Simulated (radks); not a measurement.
Valence configurations of the lead ion Pb+. Calculated with a radial shooting solver on a logarithmic mesh with Libxc functionals: non-relativistic Kohn-Sham, PBE, spin-polarised, spherical densities, point nucleus; open shells are filled with parallel spins first (spin-orbit coupling, left out, can overturn this in heavy ions); relativity is left out, which matters for an element this heavy. Energies are relative to [Hg] 6p1; eigenvalues in eV for spin up.

valence                     E (eV)  moment (Bohr magnetons)    e(4f)    e(5d)    e(6p)    e(6s)
[Hg] 6p1                     0.000                        1  -159.35  -32.009  -10.247  -16.603
[Xe] 4f14 5d9 6s2 6p2       23.044                        3  -166.02  -37.345  -11.951  -18.929
[Xe] 4f14 5d8 6s2 6p3       48.839                        5  -172.67  -42.544  -13.486  -21.050
[Xe] 4f14 5d7.5 6s1.5 6p4   67.742                        5  -176.68  -45.726  -14.297  -22.230
[Xe] 4f13.5 5d10 6s2 6p1.5  76.800                        2  -169.99  -35.437  -11.151  -17.844
[Xe] 4f13.5 5d9 6s1.5 6p3   104.84                        5  -177.18  -41.259  -13.195  -20.578
[Xe] 4f13.5 5d8 6s1.5 6p4   135.57                        5  -184.14  -46.609  -14.341  -22.307
[Xe] 4f13 5d10 6s2 6p2      158.17                        3  -180.79  -38.901  -12.015  -19.042
[Xe] 4f13 5d9 6s2 6p3       186.14                        5  -187.59  -44.246  -13.574  -21.199

NIST lists [Hg] 6p1 as the ground configuration; this level of theory agrees among the configurations tried. The energies are those of spherical high-spin densities, not of single terms. Relativity is left out, which favours d and f over s occupation in heavy atoms.
